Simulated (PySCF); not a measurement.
C5H9NO (SMILES CN1CCCC1=O), singlet, at a GFN2-xTB geometry; DF-CAMB3LYP/def2-SV(P) (PySCF).

Here is a job for PySCF.
```python
from pyscf import gto, scf, dft

mol = gto.M(
    atom='''
C     2.107180   -0.105670    0.050773
N     0.692705    0.089059   -0.093321
C     0.149971    0.980337   -1.089728
C    -1.327529    1.098491   -0.698834
C    -1.602510   -0.196793    0.063249
C    -0.235410   -0.624307    0.579633
O    -0.002578   -1.456745    1.426920
H     2.598065    0.831780    0.323616
H     2.545651   -0.478338   -0.879293
H     2.258991   -0.839120    0.841187
H     0.270135    0.549606   -2.093712
H     0.670244    1.942236   -1.066160
H    -1.468409    1.955254   -0.039294
H    -1.971587    1.223546   -1.566887
H    -2.308870   -0.081116    0.882469
H    -1.972743   -0.985648   -0.594598
''',
    basis='def2-sv(p)',
    charge=0,
    spin=0,
    verbose=4,
)

mf = dft.RKS(mol)
mf.xc = 'camb3lyp'
mf.diis = False
mf.max_cycle = 100
mf = mf.density_fit(auxbasis='def2-universal-jkfit')
mf.kernel()
```

The log (banner, timings and long lists left out):

```
PySCF version 2.14.0

[INPUT] verbose = 4
[INPUT] num. atoms = 16
[INPUT] num. electrons = 54
[INPUT] charge = 0
[INPUT] spin (= nelec alpha-beta = 2S) = 0
[INPUT] symmetry False subgroup None
[INPUT] Mole.unit = angstrom
[INPUT] Symbol           X                Y                Z      unit          X                Y                Z       unit  Magmom
[...]
nuclear repulsion = 317.328649015203
number of shells = 60
number of NR pGTOs = 204
number of NR cGTOs = 116
basis = def2-sv(p)
ecp = {}

******** <class 'pyscf.df.df_jk.DFRKS'> ********
method = DFRKS
initial guess = minao
damping factor = 0
level_shift factor = 0
DIIS disabled
SCF conv_tol = 1e-09
SCF conv_tol_grad = None
SCF max_cycles = 100
direct_scf = False
XC library pyscf.dft.libxc version 7.1.2
    S. Lehtola, C. Steigemann, M. J. T. Oliveira, and M. A. L. Marques,  SoftwareX 7, 1–5 (2018)
XC functionals = camb3lyp
    T. Yanai, D. P. Tew, and N. C. Handy,  Chem. Phys. Lett. 393, 51 (2004)
radial grids:
    Treutler-Ahlrichs [JCP 102, 346 (1995); DOI:10.1063/1.469408] (M4) radial grids

becke partition: Becke, JCP 88, 2547 (1988); DOI:10.1063/1.454033
pruning grids: <function nwchem_prune>
grids dens level: 3
symmetrized grids: False
atomic radii adjust function: <function treutler_atomic_radii_adjust>
small_rho_cutoff = 0
Set gradient conv threshold to 3.16228e-05
Initial guess from minao.
tot grids = 186848
******** <class 'pyscf.df.df.DF'> ********
auxbasis = def2-universal-jkfit
Create RSH-DF object <pyscf.df.df.DF object> for omega=0.33
******** <class 'pyscf.df.df.DF'> ********
auxbasis = auxmol.basis = def2-universal-jkfit
init E= -326.725115998069
[...]
cycle= 1 E= -325.369107891598  delta_E= 1.36  |g|= 0.85  |ddm|= 4.11
[...]
cycle= 2 E= -325.096977211701  delta_E= 0.272  |g|=  1.5  |ddm|= 2.95
[...]
cycle= 3 E= -324.714912559436  delta_E= 0.382  |g|= 2.07  |ddm|= 3.46
[...]
cycle= 4 E= -322.126795310991  delta_E= 2.59  |g|= 3.78  |ddm|= 8.11
[...]
cycle= 5 E= -314.81122271193  delta_E= 7.32  |g|= 6.49  |ddm|= 12.2
[...]
cycle= 6 E= -287.648097732105  delta_E= 27.2  |g|= 8.76  |ddm|= 18.6
[...]
cycle= 7 E= -141.579190529234  delta_E=  146  |g|= 16.8  |ddm|= 61.9
[...]
cycle= 8 E= -214.76652503116  delta_E= -73.2  |g|= 14.6  |ddm|=   64
[...]
cycle= 9 E= -96.9620077360408  delta_E=  118  |g|= 16.8  |ddm|= 45.7
[...]
cycle= 10 E= -155.678388930078  delta_E= -58.7  |g|= 14.8  |ddm|= 49.5
[...]
cycle= 11 E= -87.7356353567292  delta_E= 67.9  |g|= 17.4  |ddm|= 47.5
[...]
cycle= 12 E= -156.100465168387  delta_E= -68.4  |g|= 14.6  |ddm|= 47.4
[...]
cycle= 13 E= -86.4777376798205  delta_E= 69.6  |g|= 17.3  |ddm|= 44.2
[...]
cycle= 14 E= -156.435115381562  delta_E=  -70  |g|= 14.6  |ddm|= 44.4
[...]
cycle= 15 E= -86.0041963581007  delta_E= 70.4  |g|= 17.4  |ddm|= 43.7
[...]
cycle= 16 E= -156.522914660995  delta_E= -70.5  |g|= 14.6  |ddm|= 43.7
[...]
cycle= 17 E= -85.8643780675517  delta_E= 70.7  |g|= 17.4  |ddm|= 43.6
[...]
cycle= 18 E= -156.541611119602  delta_E= -70.7  |g|= 14.6  |ddm|= 43.6
[...]
cycle= 19 E= -85.8279549940173  delta_E= 70.7  |g|= 17.3  |ddm|= 43.6
[...]
cycle= 20 E= -156.545695832144  delta_E= -70.7  |g|= 14.6  |ddm|= 43.6
[...]
cycle= 21 E= -85.8189542931152  delta_E= 70.7  |g|= 17.3  |ddm|= 43.6
[...]
cycle= 22 E= -156.546627572618  delta_E= -70.7  |g|= 14.6  |ddm|= 43.6
[...]
cycle= 23 E= -85.816779673382  delta_E= 70.7  |g|= 17.3  |ddm|= 43.5
[...]
cycle= 24 E= -156.546845309231  delta_E= -70.7  |g|= 14.6  |ddm|= 43.5
[...]
cycle= 25 E= -85.8162591137597  delta_E= 70.7  |g|= 17.3  |ddm|= 43.5
[...]
cycle= 26 E= -156.546896743768  delta_E= -70.7  |g|= 14.6  |ddm|= 43.5
[...]
cycle= 27 E= -85.8161349617318  delta_E= 70.7  |g|= 17.3  |ddm|= 43.5
[...]
cycle= 28 E= -156.546908947559  delta_E= -70.7  |g|= 14.6  |ddm|= 43.5
[...]
cycle= 29 E= -85.8161053945606  delta_E= 70.7  |g|= 17.3  |ddm|= 43.5
[...]
cycle= 30 E= -156.54691184816  delta_E= -70.7  |g|= 14.6  |ddm|= 43.5
[...]
[...]
[...]
cycle= 50 E= -156.546912753404  delta_E= -70.7  |g|= 14.6  |ddm|= 43.5
[...]
cycle= 51 E= -85.8160961593228  delta_E= 70.7  |g|= 17.3  |ddm|= 43.5
[...]
cycle= 52 E= -156.546912753404  delta_E= -70.7  |g|= 14.6  |ddm|= 43.5
[...]
cycle= 53 E= -85.8160961593213  delta_E= 70.7  |g|= 17.3  |ddm|= 43.5
[...]
cycle= 54 E= -156.546912753406  delta_E= -70.7  |g|= 14.6  |ddm|= 43.5
[...]
cycle= 55 E= -85.8160961593248  delta_E= 70.7  |g|= 17.3  |ddm|= 43.5
[...]
cycle= 56 E= -156.546912753406  delta_E= -70.7  |g|= 14.6  |ddm|= 43.5
[...]
cycle= 57 E= -85.816096159324  delta_E= 70.7  |g|= 17.3  |ddm|= 43.5
[...]
cycle= 58 E= -156.546912753404  delta_E= -70.7  |g|= 14.6  |ddm|= 43.5
[...]
cycle= 59 E= -85.8160961593204  delta_E= 70.7  |g|= 17.3  |ddm|= 43.5
[...]
cycle= 60 E= -156.546912753404  delta_E= -70.7  |g|= 14.6  |ddm|= 43.5
[...]
cycle= 61 E= -85.8160961593201  delta_E= 70.7  |g|= 17.3  |ddm|= 43.5
[...]
cycle= 62 E= -156.546912753402  delta_E= -70.7  |g|= 14.6  |ddm|= 43.5
[...]
cycle= 63 E= -85.8160961593222  delta_E= 70.7  |g|= 17.3  |ddm|= 43.5
[...]
cycle= 64 E= -156.546912753404  delta_E= -70.7  |g|= 14.6  |ddm|= 43.5
[...]
cycle= 65 E= -85.8160961593238  delta_E= 70.7  |g|= 17.3  |ddm|= 43.5
[...]
cycle= 66 E= -156.546912753404  delta_E= -70.7  |g|= 14.6  |ddm|= 43.5
[...]
cycle= 67 E= -85.8160961593229  delta_E= 70.7  |g|= 17.3  |ddm|= 43.5
[...]
cycle= 68 E= -156.546912753404  delta_E= -70.7  |g|= 14.6  |ddm|= 43.5
[...]
cycle= 69 E= -85.8160961593272  delta_E= 70.7  |g|= 17.3  |ddm|= 43.5
[...]
cycle= 70 E= -156.546912753403  delta_E= -70.7  |g|= 14.6  |ddm|= 43.5
[...]
cycle= 71 E= -85.8160961593233  delta_E= 70.7  |g|= 17.3  |ddm|= 43.5
[...]
cycle= 72 E= -156.546912753402  delta_E= -70.7  |g|= 14.6  |ddm|= 43.5
[...]
cycle= 73 E= -85.816096159322  delta_E= 70.7  |g|= 17.3  |ddm|= 43.5
[...]
cycle= 74 E= -156.546912753403  delta_E= -70.7  |g|= 14.6  |ddm|= 43.5
[...]
cycle= 75 E= -85.8160961593205  delta_E= 70.7  |g|= 17.3  |ddm|= 43.5
[...]
cycle= 76 E= -156.546912753402  delta_E= -70.7  |g|= 14.6  |ddm|= 43.5
[...]
cycle= 77 E= -85.8160961593196  delta_E= 70.7  |g|= 17.3  |ddm|= 43.5
[...]
cycle= 78 E= -156.546912753404  delta_E= -70.7  |g|= 14.6  |ddm|= 43.5
[...]
cycle= 79 E= -85.8160961593225  delta_E= 70.7  |g|= 17.3  |ddm|= 43.5
[...]
cycle= 80 E= -156.546912753403  delta_E= -70.7  |g|= 14.6  |ddm|= 43.5
[...]
cycle= 81 E= -85.8160961593219  delta_E= 70.7  |g|= 17.3  |ddm|= 43.5
[...]
cycle= 82 E= -156.546912753404  delta_E= -70.7  |g|= 14.6  |ddm|= 43.5
[...]
cycle= 83 E= -85.816096159323  delta_E= 70.7  |g|= 17.3  |ddm|= 43.5
[...]
cycle= 84 E= -156.546912753401  delta_E= -70.7  |g|= 14.6  |ddm|= 43.5
[...]
cycle= 85 E= -85.8160961593242  delta_E= 70.7  |g|= 17.3  |ddm|= 43.5
[...]
cycle= 86 E= -156.546912753404  delta_E= -70.7  |g|= 14.6  |ddm|= 43.5
[...]
cycle= 87 E= -85.8160961593198  delta_E= 70.7  |g|= 17.3  |ddm|= 43.5
[...]
cycle= 88 E= -156.546912753405  delta_E= -70.7  |g|= 14.6  |ddm|= 43.5
[...]
cycle= 89 E= -85.8160961593227  delta_E= 70.7  |g|= 17.3  |ddm|= 43.5
[...]
cycle= 90 E= -156.546912753404  delta_E= -70.7  |g|= 14.6  |ddm|= 43.5
[...]
cycle= 91 E= -85.8160961593225  delta_E= 70.7  |g|= 17.3  |ddm|= 43.5
[...]
cycle= 92 E= -156.546912753403  delta_E= -70.7  |g|= 14.6  |ddm|= 43.5
[...]
cycle= 93 E= -85.8160961593242  delta_E= 70.7  |g|= 17.3  |ddm|= 43.5
[...]
cycle= 94 E= -156.546912753404  delta_E= -70.7  |g|= 14.6  |ddm|= 43.5
[...]
cycle= 95 E= -85.8160961593218  delta_E= 70.7  |g|= 17.3  |ddm|= 43.5
[...]
cycle= 96 E= -156.546912753404  delta_E= -70.7  |g|= 14.6  |ddm|= 43.5
[...]
cycle= 97 E= -85.8160961593197  delta_E= 70.7  |g|= 17.3  |ddm|= 43.5
[...]
cycle= 98 E= -156.546912753405  delta_E= -70.7  |g|= 14.6  |ddm|= 43.5
[...]
cycle= 99 E= -85.8160961593222  delta_E= 70.7  |g|= 17.3  |ddm|= 43.5
[...]
cycle= 100 E= -156.546912753404  delta_E= -70.7  |g|= 14.6  |ddm|= 43.5
SCF not converged.
SCF energy = -156.546912753404
```

Convergence was not reached.
